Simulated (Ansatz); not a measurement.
Ideal-gas functions of `[Cl][AlH][O]P[SeH]` at 298.15 K and 1 bar, from an Ansatz frequency run at PBE0-D4/def2-TZVP.

Molar mass 191.39 g/mol, point group C1 (symmetry number 1), electronic degeneracy 1, moments of inertia 227.873, 465.59, 614.374 u Å². Harmonic wavenumbers (cm⁻¹, unscaled): 50, 84, 183, 204, 264, 334, 449, 509, 544, 594, 632, 682, 786, 940, 979, 1975, 2293, 2434.

Use S(trans) = R[1.5 ln M + 2.5 ln T − 1.1517]; rotational temperatures θ = 24.2544 K / I; S(rot) = R[ln(√π/σ · √(T³/θAθBθC)) + 1.5]; for each mode x = 1.438777 ν̃/T, S = R[x/(eˣ − 1) − ln(1 − e⁻ˣ)] and H = RT x/(eˣ − 1); 1 cm⁻¹ = 0.0119627 kJ/mol; R = 8.31446 J/(mol·K).

**Question.** By hand: the entropy, in J/(mol·K).

**Answer.** Translation 174.4. Rotation: θ = 0.1064, 0.0521, 0.0395 K, giving 123.3. Vibration, mode by mode: 20.16, 15.88, 9.61, 8.77, 6.84, 5.19, 3.34, 2.66, 2.33, 1.93, 1.66, 1.37, 0.92, 0.50, 0.43, 0.01, 0.00, 0.00, in all 81.6. Electronic 0.0. Sum 379.3 J/(mol·K).

**Question.** By hand: H − E and G − E in kJ/mol, counted from the electronic energy.

**Answer.** Zero-point energy ½ × 13936 × 0.0119627 = 83.4; thermal vibration 12.8; translation, rotation and pV give 4 RT = 9.9. H − E = 106.1 kJ/mol, and G − E = 106.1 − 298.15 × 379.3/1000 = -7.0 kJ/mol.

Vibration gives 22 % of the entropy, 36.0 J/(mol·K) of it from the modes under 150 cm⁻¹: soft modes count most, and the harmonic formula is weakest for them. The sum counts one conformer and one mirror image; others add a mixing term.
